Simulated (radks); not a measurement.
Problem. Species: Ta63+. Configuration: [Ne]. Method: scalar-relativistic Kohn-Sham, LB94 model potential, spin-polarised, spherical densities, finite nucleus; Fermi nuclear charge, rms radius 5.3507 fm; computed with a radial shooting solver on a logarithmic mesh with Libxc functionals. Some entries of the table are withheld. Estimate them.

orbital,occ.,eigenvalue (eV),<r^2> (bohr^2),<1/r> (bohr^-1)
1s,2,(1),0.0004765,(2)
2s,2,-16868.60,(3),20.27
2p,6,-15483.01,0.005825,(4)

Solution. 
(1) 1s eigenvalue (eV): -73127.93
(2) 1s <1/r> (bohr^-1): 85.54
(3) 2s <r^2> (bohr^2): 0.007131
(4) 2p <1/r> (bohr^-1): 18.44
